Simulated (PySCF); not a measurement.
**Electron correlation in Kr²⁺ (krypton, charge +2)**

[Ar] 3d10 4s2 4p4, high-spin 3P determinant. Computed with PySCF 2.14 in def2-TZVP (6s5p4d1f, 48 functions), with the non-relativistic Hamiltonian (point nucleus). Frozen: [Ar] 3d10; 6 electrons correlated.

MP2 pair energies summed by pair of shells (mhartree):

```tsv
pair	energy	share (%)
4p-4p	-50.09	46.3
4s-4p	-49.97	46.2
4s-4s	-8.10	7.5
```

Total MP2 correlation energy: -108.16 mhartree.

Same-spin part -24.19 and opposite-spin part -83.97 mhartree; SCS-MP2 scales them by 1/3 and 6/5 to -108.83 mhartree.

| level | correlation energy (mhartree) |
| --- | --- |
| CCSD | -128.26 |
| (T) | -3.09 |
| CCSD(T) | -131.35 |

Diagnostics: T1 = 0.0066, D1 = 0.0212, largest double amplitude 0.044.

Task: Is a single reference adequate?

Result: Yes, within this model without spin-orbit coupling: T1 lies below 0.03 and no double amplitude reaches 0.07.
